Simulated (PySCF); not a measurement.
Al(Me)(OSiH3) (CH6AlOSi), SMILES [CH3][Al+][O][SiH3], charge +1.

Geometry: PBE0-D3(BJ)/def2-SVP. The multiplicity is an assumed one; no other spin state was optimised. The isomer is the one that the SMILES or the coordinates give; other isomers of the formula were not compared. Other conformers were not sampled.

Method: B3LYP/def2-TZVP (PySCF).

Isolated molecule, no solvent.

The total energy is -648.79779 hartree and the point group is C3. The highest occupied level is -13.07 eV and the lowest empty level is -7.34 eV. The orbital gap is 5.73 eV, the dipole moment about the centre of nuclear charge is 5.15 D and the mean static polarisability is 60.1 bohr³ (8.90 Å³). The polarisability, principal values is 50.2, 50.2, 79.9 bohr³.
